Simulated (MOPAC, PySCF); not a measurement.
[Hf(SH)4], neutral singlet in the gas phase. 

Z-matrix (Å, degrees):
```
Hf
S 1 2.4377
H 2 1.3704 1 89.03
S 1 2.4379 2 108.79 3 -72.75
H 4 1.3704 1 89.03 2 -167.78
S 1 2.4383 2 108.83 3 166.70
H 6 1.3703 1 88.99 2 72.34
S 1 2.4383 2 110.69 3 46.89
H 8 1.3703 1 89.19 2 47.88
```
Charge 0, spin multiplicity 1.

All levels are single points at this geometry (BP86-D3(BJ)/def2-SVP); Pople sets use spherical d functions. Orbital energies aren't observables, and empty levels follow the basis.

```csv
level,HOMO (eV),LUMO (eV),gap (eV),dipole (D),"vertical IE, Delta-SCF (eV)"
B3LYP-D3(BJ)/def2-TZVP in PySCF,-7.62,-2.34,5.28,0.02,–
TPSSh-D3(BJ)/def2-TZVP in PySCF,-7.27,-2.58,4.69,0.02,–
B3LYP/6-311+G** (LANL2DZ on Hf) in PySCF,-7.70,-2.64,5.06,0.02,–
B3LYP/LANL2DZ in PySCF,-7.95,-2.83,5.11,0.03,–
PM6 in MOPAC,-9.33,-2.42,6.91,0.01,–
PM7 in MOPAC,-9.50,-1.53,7.96,0.02,–
```
